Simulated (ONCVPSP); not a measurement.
**PW91 ONCV dataset for Ba, fully relativistic all-electron reference.**

```
Element                 : barium (Ba)
Generator               : ONCVPSP 4.0.1
Type                    : optimised norm-conserving Vanderbilt (ONCV)
Functional              : PW91
Relativity              : fully relativistic
Frozen core             : [Kr] 4d10
Valence charge          : 10
Reference configuration : 5s2 5p6 6s1.75 6p0.25
Partial waves           : 5s+6s: rc 3.00 bohr, ncon 4, nbas 7, qcut 3.9 1/bohr, 2 projectors; 5p+6p: rc 2.50 bohr, ncon 4, nbas 8, qcut 6.2 1/bohr, 2 projectors; d scattering state at 0.02 Ha: rc 2.50 bohr, ncon 4, nbas 8, qcut 4.1 1/bohr, local
Local potential         : the d channel
Core correction         : Teter function, fcfact 5.5, rcfact 1.65
```

Open shells are filled in proportion to 2j + 1.

In the d channel the program set the typed energies aside and used 0.050 Ha (j = l + 1/2; the other j can differ).

All-electron outer shells of the reference configuration (PW91, scalar-relativistic, ld1.x):

```tsv
shell	level (eV)	outermost node (bohr)	outermost maximum (bohr)
4d	-90.04	0.32	0.70
5s	-34.03	0.80	1.47
5p	-19.07	0.86	1.67
6s	-3.42	1.96	4.10
6p	-1.40	2.36	5.34
```

Calculated quality:

* Cutoffs needed: 10 Ha and 13 Ha (the cutoffs (Ha) at which the residual kinetic energy of the hardest occupied pseudo-wave falls to 1 and 0.1 mHa per electron)
* Ghost test: no bound ghost flagged; no localised positive-energy state flagged
* Largest excitation error: -16 meV (all-electron minus pseudo) for 5s2 5p6 6s0 6p0, out of 4 test configurations
* rms error of d²Exc/dni dnj: 5.67 mHa without and 1.34 mHa with the model core

Generation and tests took about 8.3 s on one core of a shared server CPU.
